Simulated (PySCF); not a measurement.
# input.py for SeCl

File input.py (PySCF 2.14):

```python
from pyscf import gto, scf, mp

mol = gto.M(
    atom='Se 0 0 0; Cl 0 0 2.085',
    basis='sbkjc',
    ecp={'Se': 'sbkjc', 'Cl': 'sbkjc'},
    charge=0,
    spin=1,
    verbose=4,
)
mf = scf.UHF(mol)
mf.kernel()
mp.MP2(mf).kernel()
mf.dip_moment()
print('orbital energies (hartree):', [e[max(0, n-3):n+3].round(4) for e, n in zip(mf.mo_energy, mol.nelec)])
```

```bash
$ OMP_NUM_THREADS=1 python input.py
```

It prints (some set-up lines and the per-cycle HOMO/LUMO lines with their warnings removed):

```
PySCF version 2.14.0

[INPUT] verbose = 4
[INPUT] num. atoms = 2
[INPUT] num. electrons = 13
[INPUT] charge = 0
[INPUT] spin (= nelec alpha-beta = 2S) = 1
[INPUT] symmetry False subgroup None
[INPUT] Mole.unit = angstrom
[INPUT] Symbol           X                Y                Z      unit          X                Y                Z       unit  Magmom
[INPUT]  1 Se     0.000000000000   0.000000000000   0.000000000000 AA    0.000000000000   0.000000000000   0.000000000000 Bohr   0.0
[INPUT]  2 Cl     0.000000000000   0.000000000000   2.085000000000 AA    0.000000000000   0.000000000000   3.940078969718 Bohr   0.0

nuclear repulsion = 10.6596848242878
number of shells = 8
number of NR pGTOs = 36
number of NR cGTOs = 16
basis = sbkjc
ecp = {'Se': 'sbkjc', 'Cl': 'sbkjc'}

******** <class 'pyscf.scf.uhf.UHF'> ********
method = UHF
initial guess = minao
damping factor = 0
level_shift factor = 0
DIIS = <class 'pyscf.scf.diis.CDIIS'>
diis_start_cycle = 1
diis_space = 8
diis_damp = 0
SCF conv_tol = 1e-09
SCF conv_tol_grad = None
SCF max_cycles = 50
direct_scf = True
direct_scf_tol = 1e-13
number electrons alpha = 7  beta = 6
Set gradient conv threshold to 3.16228e-05
init E= -22.8144019577276

cycle= 1 E= -23.7095453240576  delta_E= -0.895  |g|= 0.235  |ddm|= 2.15
cycle= 2 E= -23.7642743885121  delta_E= -0.0547  |g|= 0.107  |ddm|= 0.516
cycle= 3 E= -23.7739028757149  delta_E= -0.00963  |g|= 0.0273  |ddm|= 0.156
cycle= 4 E= -23.7765200278601  delta_E= -0.00262  |g|= 0.0145  |ddm|= 0.0812
cycle= 5 E= -23.7774496645063  delta_E= -0.00093  |g|= 0.00567  |ddm|= 0.0602
cycle= 6 E= -23.7775788819861  delta_E= -0.000129  |g|= 0.00195  |ddm|= 0.0255
cycle= 7 E= -23.7775932198547  delta_E= -1.43e-05  |g|= 0.0011  |ddm|= 0.00858
cycle= 8 E= -23.7776004386579  delta_E= -7.22e-06  |g|= 0.000393  |ddm|= 0.00836
cycle= 9 E= -23.7776013771469  delta_E= -9.38e-07  |g|= 9.26e-05  |ddm|= 0.00386
cycle= 10 E= -23.777601400791  delta_E= -2.36e-08  |g|= 1.87e-05  |ddm|= 0.000518
cycle= 11 E= -23.7776014016941  delta_E= -9.03e-10  |g|= 3.56e-06  |ddm|= 8.74e-05
Extra cycle  E= -23.7776014017116  delta_E= -1.75e-11  |g|= 1.46e-06  |ddm|= 8.46e-06
converged SCF energy = -23.7776014017116  <S^2> = 0.75482075  2S+1 = 2.004815

******** <class 'pyscf.mp.ump2.UMP2'> ********
nocc = (np.int64(7), np.int64(6)), nmo = (16, 16)
E(UMP2) = -23.8318258067522  E_corr = -0.0542244050405499
E(SCS-UMP2) = -23.8329461362407  E_corr = -0.0553447345290815
E_corr(same-spin) = -0.0112206363687443
E_corr(oppo-spin) = -0.0430037686718056
Dipole moment(X, Y, Z, Debye):  0.00000,  0.00000, -1.69516
orbital energies (hartree): [array([-0.5263, -0.4203, -0.3807,  0.0391,  0.286 ,  0.3044]), array([-0.5186, -0.4921, -0.3559, -0.0328,  0.0574,  0.3152])]
```

In short: E(SCF) = -23.777601 Eh, 11 cycles, E(MP2) − E(SCF) = -0.05422 Eh, ⟨S²⟩ = 0.755, μz(SCF) = -1.70 D.

Hardware: Arm Neoverse V1, 1 thread, shared host. Wall time 0.84 s, peak memory 0.13 GiB.

The bond length is a typed value, not an optimised one. No search for the lowest solution was made.
